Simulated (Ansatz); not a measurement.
The cation of C2H6BN (`[BH3-][N+]#CC`) at the neutral geometry.

```yaml
crystal:
  periodic: [false, false, false]
  atoms:
    - {symbol: B, position_ang: [-1.047545, 1.302498, -1.229512]}
    - {symbol: N, position_ang: [-0.269852, 0.337689, -0.322211]}
    - {symbol: C, position_ang: [0.308993, -0.379754, 0.352475]}
    - {symbol: C, position_ang: [1.041813, -1.284963, 1.204009]}
    - {symbol: H, position_ang: [-1.755872, 0.604439, -1.921050]}
    - {symbol: H, position_ang: [-1.676272, 2.020412, -0.483470]}
    - {symbol: H, position_ang: [-0.209392, 1.901902, -1.866314]}
    - {symbol: H, position_ang: [2.078954, -1.350323, 0.870418]}
    - {symbol: H, position_ang: [1.020682, -0.924631, 2.234022]}
    - {symbol: H, position_ang: [0.591490, -2.278370, 1.164634]}
basis:
  gaussian: {orbitals: def2-TZVPP}
total_charge: 1
magnetization: {spin_polarized: true, initial_magnetization: 1}
hamiltonian: {xc: pbe, dispersion: d4}
```

```sh
$ ansatz run in.yaml --threads 2 --pin off --events-out ev --progress --plain --max-ram 32768MiB --backend cpu
```

Output, abridged:

```
Functional definition: PBE
1038 factors; their error is unknown
mean field evaluation 1: about -4307.7937 eV, gradient 6.0e1 eV
mean field evaluation 2: about -4282.9314 eV, gradient 8.5e1 eV
mean field evaluation 4: about -4322.2996 eV, gradient 1.1e1 eV
mean field evaluation 8: about -4323.0060 eV, gradient 5.4e0 eV
mean field evaluation 16: about -4323.2317 eV, gradient 5.2e-3 eV
mean field evaluation 32: about -4323.2317 eV, gradient 1.6e-4 eV
mean field -4323.23174880 eV, -158.8758363768 hartree, gradient 9.7e-6 eV, S^2 0.753603; 3 other end points of the search recorded, 0 dependent functions left out
reference -4323.23179492 eV, -158.8758380716 hartree; 15, 14 occupied and 193, 194 virtual orbitals, 1038 factors
Total energy: -4323.34370117 eV, -158.8799505503 hartree
```

It took 19 s on 2 threads of a server CPU on a shared host, with 0.44 GiB of host memory at the peak.
